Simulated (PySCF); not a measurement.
**Shapes and spin states of GaO2**

Level of theory: PBE0 in PySCF with Ga def2-TZVP, O def2-TZVP; no relativity; density-fitted integrals.

Relaxations began from a few typed shapes and spin states; open shells are unrestricted. The search is not exhaustive: other isomers or separated fragments can lie lower, and high-lying points may rest on an excited occupation.

```
   spin  group              bonds         angles  imaginary modes (cm⁻¹)  ΔE (kJ/mol)  ΔE with ZPE (kJ/mol)
doublet    D∞h  Ga–O 1.686 Å (×2)  O–Ga–O 180.0°                    none          0.0                   0.0
quartet    C2v  Ga–O 1.846 Å (×2)  O–Ga–O 111.1°                    none        157.3                 155.6
```

The lowest minimum found is the doublet D∞h: Ga–O 1.686 Å (×2); O–Ga–O 180.0°.

For the lowest minimum: the spin densities have lower symmetry than the nuclear frame.
